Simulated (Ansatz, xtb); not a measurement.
Relative energy of two structures of C2H10InNO

Structure X: a singlet given by its coordinates. Structure Y: `[CH3][In-]([CH3])([NH3+])[OH]`, a singlet. Both are isolated molecules in the gas phase, relaxed with PBE0-D4/def2-SVP; the shapes shown needn't be the lowest conformers.

X (Å):

```yaml
atoms:
  - { symbol: C, position_ang: [1.5343, 1.9594, -0.3112] }
  - { symbol: C, position_ang: [0.6069, 1.8200, -1.5121] }
  - { symbol: In, position_ang: [-1.3284, 0.9900, -0.9807] }
  - { symbol: N, position_ang: [-1.8501, 2.1009, 1.0364] }
  - { symbol: O, position_ang: [-1.0826, -0.4229, 0.5161] }
  - { symbol: H, position_ang: [1.1581, 2.6991, 0.4161] }
  - { symbol: H, position_ang: [1.6426, 1.0074, 0.2321] }
  - { symbol: H, position_ang: [2.5467, 2.2934, -0.5996] }
  - { symbol: H, position_ang: [1.0448, 1.1403, -2.2623] }
  - { symbol: H, position_ang: [0.4638, 2.7854, -2.0247] }
  - { symbol: H, position_ang: [-2.8417, 0.8615, -1.8234] }
  - { symbol: H, position_ang: [-2.8045, 2.4065, 1.2140] }
  - { symbol: H, position_ang: [-1.2087, 2.7893, 1.4248] }
  - { symbol: H, position_ang: [-1.6918, 1.1860, 1.4903] }
  - { symbol: H, position_ang: [-1.4222, -1.3058, 0.3454] }
```

Close contacts (Å): C1–C2 1.52, C2–In3 2.17, In3–N4 2.36, In3–O5 2.07, C1–H6 1.10, C1–H7 1.10, C1–H8 1.10, C2–H9 1.10, C2–H10 1.10, In3–H11 1.74, In3–H14 2.51, N4–H12 1.02, N4–H13 1.02, N4–H14 1.03, O5–H15 0.96.

Y (Å):

```tsv
atom	x (Å)	y (Å)	z (Å)
C	0.6880	0.3653	2.1525
C	-2.9176	0.6240	0.5530
In	-0.8115	1.0795	0.7641
N	0.0949	0.5859	-1.3545
O	-0.2929	2.8892	-0.1067
H	0.5803	0.8694	3.1248
H	0.6051	-0.7192	2.3180
H	1.6906	0.5907	1.7593
H	-3.1139	-0.4520	0.6725
H	-3.2657	0.9416	-0.4413
H	-3.5047	1.1652	1.3103
H	0.2216	1.6019	-1.4843
H	-0.5113	0.2253	-2.0881
H	0.9982	0.1219	-1.4193
H	-0.4711	3.7107	0.3575
```

Estimate E(Y) − E(X) at the level CCSD(T)/def2-SVP + ΔMP2/def2-TZVPP.

Calculated at CCSD(T)/def2-SVP + ΔMP2/def2-TZVPP: E(Y) − E(X) = −9.5 kcal/mol, so structure Y lies lower.

How the difference moves with the method:

```json
{"level": "PBE0-D4/def2-SVP", "geometry": "PBE0-D4/def2-SVP", "E(Y) − E(X) (kcal/mol)": "−6.1", "departure from the last row (kcal/mol)": "+3.4", "job, with rough time for the two": "optimisation, 3.2 min"}
{"level": "HF/def2-SVP", "geometry": "PBE0-D4/def2-SVP", "E(Y) − E(X) (kcal/mol)": "−6.7", "departure from the last row (kcal/mol)": "+2.7", "job, with rough time for the two": "part of the CCSD(T) run"}
{"level": "MP2/def2-SVP", "geometry": "PBE0-D4/def2-SVP", "E(Y) − E(X) (kcal/mol)": "−7.7", "departure from the last row (kcal/mol)": "+1.8", "job, with rough time for the two": "part of the CCSD(T) run"}
{"level": "CCSD(T)/def2-SVP", "geometry": "PBE0-D4/def2-SVP", "E(Y) − E(X) (kcal/mol)": "−6.7", "departure from the last row (kcal/mol)": "+2.7", "job, with rough time for the two": "single point"}
{"level": "CCSD(T)/def2-SVP + ΔMP2/def2-TZVPP", "geometry": "PBE0-D4/def2-SVP", "E(Y) − E(X) (kcal/mol)": "−9.5", "departure from the last row (kcal/mol)": "", "job, with rough time for the two": "single point, 2.2 min"}
```

The levels shown agree on the order. The largest departure from CCSD(T)/def2-SVP + ΔMP2/def2-TZVPP is that of PBE0-D4/def2-SVP, 3.4 kcal/mol. Levels run at GFN2-xTB geometries aren't shown. The last row adds to CCSD(T) the change of the MP2 difference between the two basis sets, here −2.7 kcal/mol.

With thermal terms from frequencies at re-optimised GFN2-xTB minima (ideal gas, soft modes damped towards free rotors, one conformer each, 298.15 K, 1 atm): the zero-point term adds +0.2 kcal/mol; ΔH is −8.6 and ΔG −10.4 kcal/mol.

The correlated steps freeze 8 core orbitals; the filled d shell of In is correlated, in a basis made for valence electrons. Atoms past krypton carry core potentials in the def2 sets and no spin–orbit term is included. Codes used: Ansatz 0.2.0, xtb 6.7.1; the last row on 2 threads of Arm Neoverse V1 on a shared host.
